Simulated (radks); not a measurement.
Results of a calculation; reference values are marked as such.
Task: The mean radii <r> (bohr) of the occupied orbitals of an atom or ion are listed with their occupations. Level of theory: scalar-relativistic Kohn-Sham, BLYP, spin-polarised, spherical densities, finite nucleus; Fermi nuclear charge, rms radius of each element as measured or else 0.836 A^(1/3) + 0.57 fm (a radial shooting solver on a logarithmic mesh with Libxc functionals).

| orbital | occ. | <r> |
|---|---|---|
| 1s up | 1 | 0.02457 |
| 1s down | 1 | 0.02457 |
| 2s up | 1 | 0.1052 |
| 2s down | 1 | 0.1052 |
| 2p up | 3 | 0.09236 |
| 2p down | 3 | 0.09236 |
| 3s up | 1 | 0.2787 |
| 3s down | 1 | 0.2787 |
| 3p up | 3 | 0.2767 |
| 3p down | 3 | 0.2767 |
| 3d up | 5 | 0.2536 |
| 3d down | 5 | 0.2536 |
| 4s up | 1 | 0.6374 |
| 4s down | 1 | 0.6373 |
| 4p up | 3 | 0.6749 |
| 4p down | 3 | 0.6749 |
| 4d up | 5 | 0.7445 |
| 4d down | 5 | 0.7445 |
| 5s up | 1 | 1.507 |
| 5s down | 1 | 1.512 |
| 5p up | 3 | 1.738 |
| 5p down | 3 | 1.745 |
| 4f up | 1 | 1.079 |
| 6s up | 1 | 3.840 |
| 6s down | 1 | 3.855 |

Name the element and its charge. Open shells, if any, are filled with parallel spins first.

Result: Z = 58, cerium, charge +1: Ce+ in [Xe] 4f1 6s2. The 1s radius gives Z: for a bare nucleus <r> = (2 gamma + 1)/(2Z) with gamma = sqrt(1 - (Z/c)^2), 0.02424 bohr for Z = 58, and screening makes it slightly larger (0.02457 here). The occupations add up to 57, and the charge is Z minus that.
